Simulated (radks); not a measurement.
Values are calculated unless marked as measured or tabulated.
Isoelectronic series with 27 electrons, each ion in its NIST ground configuration. Level of theory: scalar-relativistic Kohn-Sham, PBE, spin-polarised, spherical densities, finite nucleus; open shells are filled with parallel spins first (spin-orbit coupling, left out, can overturn this in heavy ions); Fermi nuclear charge, rms radius of each element as measured or else 0.836 A^(1/3) + 0.57 fm (a radial shooting solver on a logarithmic mesh with Libxc functionals). Total energies (hartree) and mean radii <r> (bohr) (* marks an orbital that is empty in some or all of the ions):

[
 {"ion": "Ni+", "configuration": "[Ar] 3d9", "E (hartree)": "-1520.30754", "4s up*": "2.660", "3d down": "1.085", "3d up": "1.063"},
 {"ion": "Zn3+", "configuration": "[Ar] 3d9", "E (hartree)": "-1793.49000", "4s up*": "2.004", "3d down": "0.8236", "3d up": "0.8173"},
 {"ion": "Ge5+", "configuration": "[Ar] 3d9", "E (hartree)": "-2091.66739", "4s up*": "1.645", "3d down": "0.6853", "3d up": "0.6820"},
 {"ion": "Se7+", "configuration": "[Ar] 3d9", "E (hartree)": "-2414.85117", "4s up*": "1.410", "3d down": "0.5933", "3d up": "0.5912"},
 {"ion": "Kr9+", "configuration": "[Ar] 3d9", "E (hartree)": "-2763.14829", "4s up*": "1.239", "3d down": "0.5258", "3d up": "0.5243"},
 {"ion": "Sr11+", "configuration": "[Ar] 3d9", "E (hartree)": "-3136.71303", "4s up*": "1.108", "3d down": "0.4734", "3d up": "0.4723"},
 {"ion": "Zr13+", "configuration": "[Ar] 3d9", "E (hartree)": "-3535.73047", "4s up*": "1.004", "3d down": "0.4312", "3d up": "0.4303"},
 {"ion": "Mo15+", "configuration": "[Ar] 3d9", "E (hartree)": "-3960.40862", "4s up*": "0.9179", "3d down": "0.3963", "3d up": "0.3956"},
 {"ion": "Ru17+", "configuration": "[Ar] 3d9", "E (hartree)": "-4410.98305", "4s up*": "0.8461", "3d down": "0.3669", "3d up": "0.3663"},
 {"ion": "Pd19+", "configuration": "[Ar] 3d9", "E (hartree)": "-4887.70677", "4s up*": "0.7849", "3d down": "0.3417", "3d up": "0.3412"},
 {"ion": "Cd21+", "configuration": "[Ar] 3d9", "E (hartree)": "-5390.85248", "4s up*": "0.7320", "3d down": "0.3199", "3d up": "0.3194"},
 {"ion": "Sn23+", "configuration": "[Ar] 3d9", "E (hartree)": "-5920.71877", "4s up*": "0.6858", "3d down": "0.3007", "3d up": "0.3003"}
]
